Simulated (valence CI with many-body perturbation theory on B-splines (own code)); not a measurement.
## E1 transitions of Ni XXII

Method: configuration interaction combined with many-body perturbation theory (CI+MBPT): five valence electrons over a frozen Dirac-Fock core [He], radial functions for each j: 11 s, 11 p, 10 d, 8 f, 5 g, 2 h, with the one-electron correlation potential Σ1, the two-electron term Σ2, the three-electron term Σ3, Breit, model QED; selected CI, second order for the rest, scaled by the run's own slope (own B-spline code, finite nucleus).

No measured levels were compared; by estimate levels of excited configurations hold to 0.05 to 0.15 % of their energy, terms of the ground configuration to about 0.5 %. Among the levels kept, up to 5500 cm⁻¹ of a level comes from second order outside the variational space, and about a tenth of that is noise between levels of different J, which matters for small intervals.

Lines 1 to 50 of 597 in falling wavelength, among levels below 1293.8 eV, chosen from the strongest by gf and those to the six lowest levels. Wavelengths and rates use the calculated energies, so an error of 800 cm⁻¹ moves a line at 48.37 nm by 0.39 % and its rate by three times that or more. Electric multipoles are in the length gauge with retardation, E1 and E2 with the static RPA response of the core. Weak lines are less certain than strong ones. Lines between different terms over intervals too small for the method are left out, as are lines whose strength nearly cancels. Where a level lies close to another of its J and parity, the split of strength between their lines is uncertain. The highest levels of a list are the least certain.

Names give the largest LS component (configuration and term), which can be under half, so a name can repeat, a term be missing and a line seem to break the LS rules; names also repeat where a configuration has a term twice. Letters in brackets count levels of one name in rising energy.

```tsv
λ vac (nm)	Upper	Lower	A (s⁻¹)	S (a.u.)
48.37	2s.2p3.3p 4P_3/2 [a]	2s.2p3.3s 4S°_3/2 [b]	5.93e+08	1.33e-01
47.58	2s.2p3.3p 4P_5/2 [a]	2s.2p3.3s 4S°_3/2 [b]	4.64e+08	1.48e-01
46.20	2s.2p3.3p 2F_7/2 [a]	2s.2p3.3s 2D°_5/2 [a]	1.40e+09	5.46e-01
45.64	2s.2p3.3p 4D_3/2 [a]	2s.2p3.3s 4D°_5/2	1.01e+09	1.89e-01
45.36	2s.2p3.3p 2F_5/2 [a]	2s.2p3.3s 2D°_3/2 [a]	1.63e+09	4.50e-01
45.04	2s2.2p2.3p 4D°_1/2	2s2.2p2.3s 4P_1/2	1.73e+09	1.56e-01
43.41	2s.2p3.3p 4D_5/2 [b]	2s.2p3.3s 4P°_5/2	6.51e+08	1.58e-01
43.38	2s.2p3.3p 4F_7/2	2s.2p3.3s 4D°_7/2	9.95e+08	3.21e-01
43.34	2s.2p3.3p 2P_3/2 [b]	2s.2p3.3s 2D°_5/2 [b]	8.52e+08	1.37e-01
43.23	2s.2p3.3d 4D°_5/2 [b]	2s.2p3.3p 4P_3/2 [b]	5.72e+08	1.37e-01
43.16	2s.2p3.3p 4P_3/2 [a]	2s.2p3.3s 4S°_3/2 [a]	9.19e+08	1.46e-01
42.92	2s.2p3.3p 2F_5/2 [b]	2s.2p3.3s 2D°_3/2 [b]	2.08e+09	4.87e-01
42.65	2s2.2p2.3p 2D°_5/2 [a]	2s2.2p2.3s 4P_5/2	1.31e+09	3.01e-01
42.53	2s.2p3.3p 4P_5/2 [a]	2s.2p3.3s 4S°_3/2 [a]	1.13e+09	2.56e-01
42.47	2s.2p3.3p 4F_3/2	2s.2p3.3s 4D°_1/2	1.29e+09	1.96e-01
42.33	2s.2p3.3p 4F_5/2	2s.2p3.3s 4D°_5/2	1.44e+09	3.24e-01
42.02	2s.2p3.3d 4D°_7/2 [b]	2s.2p3.3p 4P_5/2 [b]	5.62e+08	1.65e-01
42.01	2s.2p3.3p 4P_3/2 [d]	2s.2p3.3s 4S°_3/2 [c]	1.51e+09	2.21e-01
41.75	2s.2p3.3p 4D_3/2 [c]	2s.2p3.3s 4P°_3/2	1.21e+09	1.74e-01
41.74	2s.2p3.3p 6P_3/2	2s.2p3.3s 6S°_5/2 [b]	1.21e+09	1.73e-01
41.53	2s.2p3.3p 4F_5/2	2s.2p3.3s 4D°_3/2	6.80e+08	1.44e-01
41.46	2s2.2p2.3d 2D_5/2 [c]	2s.2p3.3s 4S°_3/2 [b]	7.86e+08	1.66e-01
41.29	2s.2p3.3s 6S°_5/2 [a]	2s2.2p2.3s 2D_3/2	8.40e+08	1.75e-01
41.04	2s.2p3.3d 4F°_9/2 [a]	2s.2p3.3p 2F_7/2 [a]	3.61e+08	1.23e-01
40.52	2s.2p3.3p 6P_3/2	2s.2p3.3s 6S°_5/2 [a]	1.36e+09	1.79e-01
40.36	2s.2p3.3p 6P_5/2	2s.2p3.3s 6S°_5/2 [b]	1.28e+09	2.49e-01
40.21	2s2.2p2.3p 4D°_3/2 [b]	2s2.2p2.3s 4P_3/2	1.32e+09	1.70e-01
40.10	2s.2p3.3s 6S°_5/2 [b]	2s2.2p2.3s 2D_3/2	9.74e+08	1.86e-01
39.99	2s.2p3.3p 4D_7/2 [a]	2s.2p3.3s 4D°_7/2	1.02e+09	2.57e-01
39.86	2s.2p3.3d 4F°_9/2 [a]	2s.2p3.3p 4F_9/2	7.40e+08	2.31e-01
39.69	2s.2p3.3d 4P°_5/2 [a]	2s.2p3.3p 4P_5/2 [b]	1.21e+09	2.23e-01
39.59	2s.2p3.3p 2D_3/2 [b]	2s.2p3.3s 2P°_1/2 [a]	1.54e+09	1.88e-01
39.54	2s.2p3.3d 4G°_9/2	2s.2p3.3p 4D_7/2 [a]	5.18e+08	1.58e-01
39.35	2s.2p3.3d 6D°_7/2	2s.2p3.3p 6P_7/2	6.34e+08	1.52e-01
39.21	2s.2p3.3p 6P_5/2	2s.2p3.3s 6S°_5/2 [a]	1.41e+09	2.51e-01
39.04	2s.2p3.3d 4F°_7/2 [a]	2s.2p3.3p 4F_7/2	8.02e+08	1.88e-01
39.01	2s.2p3.3p 4D_3/2 [c]	2s.2p3.3s 4P°_1/2	1.09e+09	1.28e-01
38.81	2s.2p3.3d 6D°_9/2	2s.2p3.3p 6P_7/2	1.87e+09	5.41e-01
38.64	2s.2p3.3p 4D_5/2 [b]	2s.2p3.3s 4P°_3/2	2.02e+09	3.45e-01
38.50	2s.2p3.3d 2F°_7/2 [c]	2s.2p3.3p 2D_5/2 [c]	1.40e+09	3.15e-01
38.25	2s.2p3.3d 4G°_11/2	2s.2p3.3p 4F_9/2	2.87e+09	9.52e-01
38.18	2s.2p3.3p 4D_7/2 [b]	2s.2p3.3s 4P°_5/2	3.23e+09	7.09e-01
38.01	2s.2p3.3d 6D°_9/2	2s2.2p2.3d 2F_7/2 [c]	8.87e+08	2.40e-01
37.87	2s.2p3.3p 2D_3/2 [a]	2s.2p3.3s 2D°_5/2 [a]	1.66e+09	1.78e-01
37.83	2s.2p3.3d 4F°_9/2 [b]	2s.2p3.3p 4D_7/2 [b]	2.88e+09	7.70e-01
37.75	2s.2p3.3d 4P°_3/2 [a]	2s.2p3.3p 4P_1/2 [b]	1.25e+09	1.33e-01
37.70	2s.2p3.3d 4D°_5/2 [d]	2s.2p3.3p 4P_5/2 [d]	6.97e+08	1.11e-01
37.67	2s.2p3.3p 2F_7/2 [b]	2s.2p3.3s 2D°_5/2 [b]	3.44e+09	7.26e-01
37.64	2s.2p3.3p 2D_5/2 [b]	2s.2p3.3s 2P°_3/2 [a]	2.21e+09	3.49e-01
37.52	2s.2p3.3p 4F_7/2	2s.2p3.3s 4D°_5/2	1.87e+09	3.90e-01
```
